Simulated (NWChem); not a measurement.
C₄H₇O, doublet; SMILES C1[CH]COC1

```xyz
12

C     -1.2139     0.2665    -0.0390
C     -0.1279     1.2669     0.1415
C      1.1006     0.4134    -0.1905
O      0.7655    -0.8976     0.1979
C     -0.6057    -1.0941    -0.0637
H     -2.2836     0.4754    -0.0749
H     -0.2258     2.1558    -0.5041
H     -0.0828     1.6366     1.1865
H      2.0129     0.7096     0.3477
H      1.3124     0.4625    -1.2789
H     -1.0156    -1.7822     0.7001
H     -0.7595    -1.5929    -1.0491
```
Atoms are numbered in this order, from 1.

All runs: NWChem. Spin-unrestricted. Structure relaxed at the PBE0/def2-SVP, spin-unrestricted level. No frequency run checked for a minimum. No stability test was run on the SCF state. Total energies compare along this basis series because the functional is fixed.

| level | basis functions | energy (Ha) | highest occupied level (eV) | lowest empty minus highest occupied level, either spin (eV) | dipole (D) | <S²> | relative time |
|---|---|---|---|---|---|---|---|
| B3LYP/pcseg-1 | 105 | -231.7430 | -5.36 | 3.87 | 1.55 | 0.754 | 4 |
| B3LYP/aug-pcseg-1 | 178 | -231.7564 | -5.36 | 3.78 | 1.50 | 0.754 | 9 |
| B3LYP/STO-3G | 32 | -228.8550 | -3.45 | 5.17 | 1.25 | 0.754 | 1 |
| B3LYP/def2-SVP | 105 | -231.6144 | -5.30 | 3.97 | 1.48 | 0.754 | 4 |

The last column is a rough cost ratio, cheapest run = 1.
